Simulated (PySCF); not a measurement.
## Converging SrF in the basis (CCSD(T))

PySCF, UHF reference; doublet, unpaired electrons σ ↑; De to Sr + F without counterpoise correction. Frozen cores follow the default of each basis and core potential.

```csv
basis,relativity,functions,Re (Å),ωe (cm⁻¹),De (eV),frozen orbitals
def2-SVP,scalar-relativistic core potentials,37,2.120,523,4.84,1
def2-SVPD,scalar-relativistic core potentials,49,2.139,499,5.48,1
def2-TZVPP,scalar-relativistic core potentials,71,2.093,484,5.07,1
```

(1) How does each smaller set differ from the one with most functions, def2-TZVPP?

Correlated steps freeze 1 core orbital. Correlated levels converge slowly with the basis: in double zeta they bind strong bonds too weakly, by up to about 1 eV, and carry superposition errors of some tenths. Spin–orbit coupling is left out. The state is the lowest determinant that a PBE0 search found; another state may lie lower at other levels.

Results:

(1) def2-SVP: +2.7 pm, +8.1 % in ωe, -0.23 eV in De; def2-SVPD: +4.6 pm, +3.1 % in ωe, +0.41 eV in De. All at CCSD(T); the set with most functions is neither the basis-set limit nor always the best.
